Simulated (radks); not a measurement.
Numerical settings for the rhodium ion Rh2+, [Kr] 4d7. Calculated with a radial shooting solver on a logarithmic mesh with Libxc functionals: Dirac Kohn-Sham, BLYP, spin-unpolarised, spherical densities, point nucleus; open shells fill j = l - 1/2 first. The defaults (mesh step 0.008 in ln r, mesh end at 40 bohr or more with all orbitals vanishing there, Anderson mixing 0.5 over 9 steps, residual threshold near 1e-9 with the energy settled to 1e-9 hartree or 1e-11 of itself, here a cap of 59 iterations) give E = -4784.6190 hartree and 4d5/2 at -25.418 eV in 14 iterations. Run on one thread of a shared host, so times are rough (Arm Neoverse V2): 0.11 s of CPU time, 0.11 s wall, 14 iterations on 2486 mesh points. Changes against that run (0 stands for a change within the tolerance of the run):

setting	iterations	converged	E (mhartree)	e(4d5/2) (meV)	CPU (s)
mesh step in ln r 0.12	2	no	diverged	-	0.02
mesh step in ln r 0.02	14	yes	0	0	0.05
mesh step in ln r 0.012	14	yes	0	0	0.08
mesh end (bohr) 3	14	yes	+471	+6.35e+03	0.1
mesh end (bohr) 8	14	yes	+0.00528	+0.428	0.11
residual threshold 0.001	9	yes	0	-1.15	0.09
residual threshold 1e-05	10	yes	0	+0.138	0.09
mixing 0.2	18	yes	0	0	0.13
linear mixing, mixing 1	59	no	+9.76e+03	-8.03e+04	0.99
linear mixing, mixing 0.2	59	no	0	-0.0179	0.35
mixing history 20	19	yes	0	0	0.13
iteration cap 2	2	no	+1.17e+03	-2.12e+04	0.03

Settings that end as converged yet miss the energy by more than 1 mhartree: mesh end (bohr) 3 (+0.471 hartree). A mesh that ends early acts as a hard wall.
